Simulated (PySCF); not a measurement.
A structure optimised at PBE-D3(BJ)/def2-SVP, used in a PySCF frequency run:

```
C
H 1 1.1118
H 1 1.1150 2 106.07
O 1 1.4325 2 107.76 3 -119.56
Si 4 1.6687 1 124.63 2 147.73
H 5 1.4920 4 105.64 1 -173.44
H 5 1.5004 6 112.75 4 123.19
Si 1 1.9153 2 109.16 3 119.11
H 8 1.5024 1 109.73 2 60.36
H 8 1.5039 9 108.96 1 -120.18
H 8 1.5058 9 109.65 10 -119.65
Cl 5 2.0861 6 109.91 7 118.36
```
Charge 0, spin multiplicity 1.

Q: Write its SMILES and formula.

A: [SiH3]CO[SiH2]Cl, CH₇ClOSi₂

Q: What are its rotational constants (standard atomic weights)?

A: 5.2906, 1.0052, 0.94632 GHz
